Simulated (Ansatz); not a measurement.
Calculated with Ansatz (gas phase, PBE0-D4/def2-TZVP geometries, no zero-point term in ΔE). CBS: MP2 limit from def2 TZ/QZ plus the TZ coupled-cluster correction, frozen cores. DFT in def2-TZVPP. HSE06 is defined as in plane-wave codes. For Mg outer-core shells are correlated without core-valence functions, which leaves a few kJ/mol of doubt a bond. Each species was taken in one conformer, which may not be the lowest.

Reaction (substitution at a C–B bond): `BCBC` + `[SH][Mg][Cl]` → `C[S][Mg][Cl]` + `BCB`

`BCBC`:

Cartesian coordinates in Å:
```
B 0.281 1.081 1.390
C -0.411 1.109 0.005
B -0.690 -0.380 -0.398
C 0.430 -1.359 -0.857
H 1.404 0.677 1.492
H -0.295 1.423 2.383
H -1.309 1.726 -0.020
H 0.349 1.453 -0.713
H -1.818 -0.793 -0.336
H 1.438 -0.941 -0.883
H 0.186 -1.750 -1.853
H 0.435 -2.245 -0.210
```

`[SH][Mg][Cl]`:

Cartesian coordinates in Å:
```
S 0.119 -0.954 -1.402
Mg -0.065 -0.065 0.686
Cl -0.242 0.760 2.693
H 0.187 0.260 -1.977
```

`C[S][Mg][Cl]`:

```xyz
7

C     0.411   -1.148   -0.275
S    -0.985   -0.549    0.742
Mg   -0.829    1.714    0.571
Cl   -0.667    3.882    0.397
H     1.372   -0.813    0.114
H     0.386   -2.236   -0.229
H     0.312   -0.850   -1.319
```

`BCB`:

Z-matrix (Å, degrees):
```
C
B 1 1.551
B 1 1.550 2 108.9
H 1 1.106 2 102.2 3 -107.9
H 1 1.089 2 115.0 3 130.8
H 2 1.197 1 121.3 3 -118.6
H 2 1.197 1 119.8 3 60.6
H 3 1.197 1 121.4 2 118.0
H 3 1.197 1 119.8 2 -61.2
```

```
        level  ΔE (kJ/mol)
      BLYP-D4         80.5
     HSE06-D4         85.3
      ωB97M-V         86.1
HF/def2-TZVPP         79.1
```

Problem. What does CCSD(T)/CBS give? (An estimate is asked.)

Solution. Ansatz gave: +83.6 kJ/mol. The listed levels differ from it by -3.1, 1.7, 2.5, -4.5 kJ/mol.

Largest T1 diagnostic among the species: 0.011.

At CCSD(T), def2-SVP lies +6.5 kJ/mol from the extrapolated value and def2-TZVPP +1.4 kJ/mol. From BLYP to BHLYP (50 % exact exchange), in def2-TZVPP and without D4, ΔE moves by +3.5 kJ/mol.
